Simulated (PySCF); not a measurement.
## Two-component Hartree-Fock for Rb²¹⁺ (rubidium, charge +21)

Start: [Ne] 3s2 3p4; 3p1/2 filled at m_j = -1/2, +1/2; 3p3/2 filled at m_j = +1/2, +3/2. Calculated with PySCF 2.14 in an even-tempered Gaussian basis (19 s from 2.5 bohr⁻², ratio 2.4; 13 p from 3.2 bohr⁻², ratio 2.4; 5 d from 14 bohr⁻², ratio 2.6; 4 f from 21 bohr⁻², ratio 2.6): generalised Hartree-Fock with the X2C-1e Hamiltonian and a Gaussian nucleus; one run each with spin-orbit coupling (SO) switched off, then screened by Boettger's factors.

```
spinor shell  electrons  ε, spin-free (eV)  ε, screened SO (eV)  weight of nominal j (screened SO)  rms radius, screened SO (bohr)
       1s1/2          2           -16171.9             -16170.7                              1.000                          0.0464
       2s1/2          2            -2970.2              -2969.7                              1.000                           0.190
       2p1/2          2            -2728.9              -2772.9                              0.999                           0.166
       2p3/2          4            -2728.9              -2707.3                              1.000                           0.170
       3s1/2          2            -1041.3              -1041.1                              1.000                           0.477
       3p1/2          2            -965.85              -973.46                              0.886                           0.468
       3p3/2          2            -965.85              -961.26                              0.904                           0.473
```

```tsv
quantity	spin-free	screened SO
E (hartree)	-2713.77116	-2714.24009
M_J	2	2
⟨J²⟩	6.001	6.004
⟨L²⟩	2.001	2.683
⟨S²⟩	2.000	1.663
```

Each row is a mean over spinors that exchange with the open shell spreads, by up to 20.103 eV (3s1/2).

Rows whose weight is well below 1 are mixtures of j = l ± 1/2: exchange outweighs spin-orbit coupling there, and the label is only the starting occupation.

Breit and QED terms are absent; they matter most for the inner s and p1/2 levels.

Densities and radii are taken from the X2C orbitals without a picture-change correction, which distorts them close to the nucleus.

Without spin-orbit coupling the j labels of p, d and f shells carry no meaning; the spin-free column gives the mean over the occupied spinors of each nl shell.
